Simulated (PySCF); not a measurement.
# Molecular orbitals of SrC⁻

ωB97X at R = 2.557 Å; PySCF, scalar-relativistic core potentials, basis sets Sr def2-SVPD with ECP28, C def2-SVPD. State: ⁴Σ⁻ (quartet), unpaired electrons σ ↑, π ↑↑. Only the outer orbitals are listed, counted within each symmetry, core potentials removing the inner ones.

```csv
spin,orbital,occ.,ε (eV),on Sr (%),main shells (%)
α,1π,1,-22.97,100,100 Sr p
α,1π,1,-22.97,100,100 Sr p
α,3σ,1,-22.95,98,98 Sr p
α,4σ,1,-13.34,5,94 C s
α,5σ,1,-4.35,15,83 C p
α,2π,1,-3.91,10,89 C p
α,2π,1,-3.91,10,89 C p
α,6σ,1,-1.00,98,"82 Sr s, 12 Sr p"
α,3π,0,3.26,99,96 Sr p
α,3π,0,3.26,99,96 Sr p
α,7σ,0,3.62,105,"91 Sr p, 8 Sr d"
β,1π,1,-22.92,100,100 Sr p
β,1π,1,-22.92,100,100 Sr p
β,3σ,1,-22.76,99,99 Sr p
β,4σ,1,-8.78,6,94 C s
β,5σ,1,-1.12,99,"90 Sr s, 9 Sr p"
β,2π,0,3.20,98,98 Sr p
β,2π,0,3.20,98,98 Sr p
β,6σ,0,3.76,101,"82 Sr p, 14 Sr d"
```

Q: Which are the highest filled and the lowest empty level, where do they sit, and how wide is the gap?

A: Highest filled α 6σ at -1.00 eV (in %: 82 Sr s, 12 Sr p); lowest empty β 2π at 3.20 eV (in %: 98 Sr p); the gap at ωB97X is 4.20 eV. An empty level above zero is unbound, and its energy depends on the basis.

- bond order (Mayer): 0.72
- ⟨S²⟩: 3.762
- charge on Sr (Mulliken, basis-dependent): -0.42
- charge on Sr (Löwdin, basis-dependent): -0.45
- dipole moment (positive dipole points towards C; it is taken about the centre of mass and depends on that origin): -0.29 D

Shares are Mulliken populations and can fall outside 0 to 100 %.

Spin–orbit coupling is left out. The state was picked by a PBE0 search and need not be the measured ground state.
